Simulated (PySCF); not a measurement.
Si(AsH2)(F)3 (AsF3H2Si), SMILES F[Si](F)(F)[AsH2]. Atoms are numbered in the order given.

```xyz
7

F     -1.4459    -0.7557     1.2969
Si    -0.8677     0.0022     0.0000
F     -1.4459    -0.7557    -1.2969
F     -1.5110     1.4780     0.0000
As     1.4774    -0.0529     0.0000
H      1.5086     1.0075    -1.1022
H      1.5086     1.0075     1.1022
```

Geometry: B3LYP-D3(BJ)/def2-SVP.

The numbers are results of B3LYP-D3(BJ)/def2-SVP run with PySCF, not measurements.

Frequencies are harmonic and unscaled.

| mode | ν (cm⁻¹) | IR (km/mol) | Raman (Å⁴/amu) | depolarisation | moving atoms (share of kinetic energy) |
|---|---|---|---|---|---|
| 1 | 87 | 0.8 | 0.2 | 0.75 | H 94 % |
| 2 | 143 | 2.1 | 0.4 | 0.75 | F 75 %, Si 11 %, As 9 % |
| 3 | 148 | 1.2 | 0.8 | 0.73 | F 78 %, Si 10 %, As 9 % |
| 4 | 237 | 18.2 | 6.0 | 0.27 | F 52 %, As 45 % |
| 5 | 300 | 16.3 | 0.5 | 0.62 | F 81 %, Si 16 % |
| 6 | 300 | 16.1 | 0.3 | 0.75 | F 83 %, Si 15 % |
| 7 | 460 | 92.7 | 5.2 | 0.02 | Si 48 %, F 46 % |
| 8 | 617 | 10.4 | 9.0 | 0.74 | H 91 % |
| 9 | 657 | 4.2 | 14.4 | 0.75 | H 94 % |
| 10 | 843 | 213.2 | 2.1 | 0.04 | F 67 %, Si 33 % |
| 11 | 964 | 91.7 | 5.0 | 0.73 | F 43 %, Si 41 %, H 16 % |
| 12 | 973 | 141.0 | 0.7 | 0.75 | F 50 %, Si 49 % |
| 13 | 992 | 62.4 | 35.6 | 0.75 | H 83 %, Si 9 % |
| 14 | 2182 | 54.7 | 180.6 | 0.11 | H 99 % |
| 15 | 2194 | 66.6 | 124.9 | 0.75 | H 99 % |
